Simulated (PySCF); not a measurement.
C₃H₅FSi. Atoms are numbered in the order given.

```xyz
10

F      2.6798     0.1091    -0.6142
C      1.6336     0.8911    -0.2896
C      0.5711     0.4429     0.3359
C     -0.5267     0.0206     0.9154
Si    -2.0103    -0.6216    -0.0542
H      1.7646     1.9348    -0.5922
H     -0.5821     0.0354     2.0153
H     -3.2152     0.1972     0.2708
H     -2.2925    -2.0349     0.3324
H     -1.7169    -0.5387    -1.5102
```

Geometry optimised at B3LYP-D3(BJ)/def2-SVP. This is a generated structure with no PubChem entry under its InChIKey; it may be hypothetical.

These are PBE0/pcSseg-1 in PySCF values and carry that method's errors.

GIAO shieldings, no solvent; atoms alike by connectivity are averaged. δ = σ(ref) − σ: ¹⁹F against CFCl3 (σ = 167.2 ppm); ¹³C against TMS (σ = 186.3 ppm); ²⁹Si against TMS (σ = 352.7 ppm); ¹H against TMS (σ = 31.56 ppm), references at their B3LYP-D3(BJ)/def2-TZVP geometries, non-relativistic.

| nucleus | atoms | count | δ (ppm) |
|---|---|---|---|
| ¹⁹F | F1 | 1 | -201.1 |
| ¹³C | C3 | 1 | 228.2 |
| ¹³C | C2 | 1 | 139.6 |
| ¹³C | C4 | 1 | 105.7 |
| ²⁹Si | Si5 | 1 | -66.8 |
| ¹H | H6 | 1 | 7.80 |
| ¹H | H7 | 1 | 6.58 |
| ¹H | H8, H9, H10 | 3 | 4.56 |
